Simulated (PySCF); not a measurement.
Correlation energy of Eu⁵¹⁺ (europium, charge +51)

Starting occupation: [Ne] 3s2. Calculation: PySCF 2.14, in an uncontracted even-tempered set (18 s from 4.7 bohr⁻², ratio 2.6; 14 p from 6.2 bohr⁻², ratio 2.6; 6 d from 6.3 bohr⁻², ratio 2.8; 4 f from 87 bohr⁻², ratio 2.8); X2C-1e with screened-nucleus spin-orbit coupling, Gaussian nucleus. Frozen: 1s2; 10 electrons correlated; the 54 highest virtual spinors left out.

MP2 pair energies summed by pair of shells (mhartree):

```tsv
pair	energy	share (%)
3s1/2-3s1/2	-115.62	23.8
2p1/2-2p3/2	-101.65	20.9
2p3/2-2p3/2	-96.49	19.9
2p3/2-3s1/2	-43.36	8.9
2p3/2-2s1/2	-42.14	8.7
2p1/2-2p1/2	-23.89	4.9
2p1/2-2s1/2	-22.06	4.5
2p1/2-3s1/2	-19.28	4.0
2s1/2-2s1/2	-11.33	2.3
2s1/2-3s1/2	-9.56	2.0
```

Total MP2 correlation energy: -485.36 mhartree.

The virtual space was cut to 56 spinors, which keep -428.34 of the -485.36 mhartree of MP2 correlation.

```tsv
level	correlation energy (mhartree)
CCSD	-459.94
(T)	-0.71
CCSD(T)	-460.65
```

Diagnostics: T1 = 0.00013, largest double amplitude 0.083.

Cost of the coupled-cluster step: about 30 core-seconds, for 10 occupied and 56 virtual spinors.

Iterations:

```
Init t2, MP2 energy = -0.428344316885909
CCSD nocc = 10, nmo = 66
Init t2, MP2 energy = -0.428344316885909
Init E_corr(GCCSD) = -0.428344316885909
cycle = 1  E_corr(GCCSD) = -0.45045804646464  dE = -0.0221137296  norm(t1,t2) = 0.0188796
cycle = 2  E_corr(GCCSD) = -0.456584941526569  dE = -0.00612689506  norm(t1,t2) = 0.00694576
cycle = 3  E_corr(GCCSD) = -0.459990671970089  dE = -0.00340573044  norm(t1,t2) = 0.00273861
cycle = 4  E_corr(GCCSD) = -0.459940320341011  dE = 5.03516291e-05  norm(t1,t2) = 0.000108849
cycle = 5  E_corr(GCCSD) = -0.459940881838126  dE = -5.61497114e-07  norm(t1,t2) = 3.67334e-06
cycle = 6  E_corr(GCCSD) = -0.459940701697996  dE = 1.8014013e-07  norm(t1,t2) = 1.15978e-07
cycle = 7  E_corr(GCCSD) = -0.45994071086782  dE = -9.16982407e-09  norm(t1,t2) = 1.28342e-08
GCCSD converged
E(GCCSD) = -8123.604035309317  E_corr = -0.4599407108678196
```

The coupled-cluster values are those of the cut space; adding the MP2 remainder, -57.02 mhartree, estimates the full space.

At this charge the one-electron X2C treatment keeps the bare 1/r₁₂, with no two-electron picture change or Breit term. The effect here is smaller than on the frozen 1s shell.
